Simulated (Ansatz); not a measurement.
Consider the ligand exchange at the Al–O bond: `O[SiH](Br)[O][AlH2]` + HBr → `[AlH2][Br]` + `O[SiH](O)Br`.

Calculated with Ansatz (gas phase, PBE0-D4/def2-TZVP geometries, no zero-point term in ΔE). CCSD(T)/CBS is the MP2 limit (def2-TZVPP, def2-QZVPP) plus CCSD(T) − MP2 in def2-TZVPP, frozen cores. DFT in def2-TZVPP. B3LYP here is the variant with VWN-RPA as its local correlation; programs differ in this. For Br outer-core shells are correlated without core-valence functions, which leaves a few kJ/mol of doubt a bond. Scalar relativity is left out up to krypton. One conformer a species, not always the lowest.

`O[SiH](Br)[O][AlH2]`:

```xyz
9

O    -0.901   -0.123    2.016
Si   -0.993   -0.530    0.442
Br   -0.365   -2.658    0.204
O    -0.052    0.359   -0.505
Al    1.248    1.048   -1.341
H    -0.137   -0.408    2.520
H    -2.406   -0.403    0.057
H     0.953    1.641   -2.771
H     2.653    1.074   -0.623
```

HBr:

Cartesian coordinates in Å:
```
Br 0.488 0.283 0.432
H -0.488 -0.283 -0.432
```

`[AlH2][Br]`:

Cartesian coordinates in Å:
```
Al 0.123 0.016 0.156
Br -1.267 -0.170 -1.612
H 0.552 1.467 0.597
H 0.592 -1.314 0.859
```

`O[SiH](O)Br`:

Z-matrix (Å, degrees):
```
Si
O 1 1.631
Br 1 2.230 2 107.4
O 1 1.621 2 109.9 3 -121.9
H 1 1.469 2 113.6 3 119.3
H 2 0.958 1 117.9 3 -25.3
H 4 0.959 1 118.6 2 53.3
```

| level | ΔE (kJ/mol) | difference from CCSD(T)/CBS |
| --- | --- | --- |
| r2SCAN-D4 | -4.9 | -2.8 |
| PBE0-D4 | -9.1 | -7.0 |
| B3LYP-D4 | 3.9 | 6.0 |
| ωB97M-V | -2.8 | -0.7 |
| B2PLYP | 0.7 | 2.8 |
| r2SCAN | -5.9 | -3.8 |
| HF/def2-TZVPP | -2.4 | -0.3 |
| SCS-MP2/def2-TZVPP | 3.2 | 5.3 |
| CCSD(T)/def2-TZVPP | 2.1 | 4.2 |
| MP2/CBS(def2) | -4.4 | -2.3 |
| CCSD(T)/CBS | -2.1 | 0 |

Largest T1 diagnostic among the species: 0.010.

The D4 term adds +4.4 kJ/mol with B3LYP and +2.7 kJ/mol with PBE0; it sums over pairs of atoms, weighted by their polarisabilities, and B3LYP, whose exchange is more repulsive, gets the larger term.
